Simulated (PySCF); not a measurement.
# SrPb: one state, many levels of theory

State: ³Σ⁻ (triplet), unpaired electrons π ↑↑. Set-up: PySCF, scalar-relativistic core potentials, basis sets Sr def2-SVPD with ECP28, Pb def2-SVPD with ECP60. De refers to Sr + Pb in their high-spin ground configurations, without counterpoise correction. The functionals are run spin-unrestricted. A positive dipole means Sr(−)Pb(+). Levels whose curve was spin-contaminated or gave no clean fit are not listed.

```tsv
Level	Re (Å)	ωe (cm⁻¹)	De (eV)	μ (D)
ROHF	3.494	70.9	0.289	-4.89
ROHF-MP2	3.234	119	0.97	n/a
ROHF-SCS-MP2	3.268	111	0.81	n/a
BLYP	3.251	113	1.14	-4.56
M06	3.220	116	1.19	-3.81
```

The bond length runs from 3.220 Å (M06) to 3.494 Å (ROHF). De spans 0.29 eV (ROHF, mean field) to 1.19 eV (M06, hybrid meta-GGA).

Correlated steps freeze 4 core orbitals. Correlated levels converge slowly with the basis: in double zeta they bind strong bonds too weakly, by up to about 1 eV, and carry superposition errors of some tenths. These are scalar-relativistic numbers at best; spin–orbit coupling would shift them, the dissociation energy most. UHF is strongly spin-contaminated for SrPb, so the ROHF reference used there is far from stable. The state is the lowest determinant that a PBE0 search found; another state may lie lower at other levels.

The whole job (state search and all levels along the bond) took about 2.9 min on 1 thread of Arm Neoverse V1 (shared host), peak memory 0.88 GiB.
